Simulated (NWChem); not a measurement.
C$_{2}$H$_{6}$Mg; SMILES [CH3][Mg][CH3]

Computed with NWChem. Structure relaxed at the B3LYP/6-31G* (spherical d) level. Ions are spin-unrestricted doublets at the neutral geometry; other ion states weren't tried.

For level PBE/def2-SVP:

```
Quantity                               Value
-------------------------------------  -----
vertical ionisation energy, ΔSCF (eV)   8.31
−ε(HOMO) (eV)                           5.25
```

Question: Estimate the same quantities for level CAM-B3LYP/def2-SVP.

Answer: 
| Property | Result |
|---|---|
| vertical ionisation energy, ΔSCF (eV) | 8.71 |
| −ε(HOMO) (eV) | 7.79 |
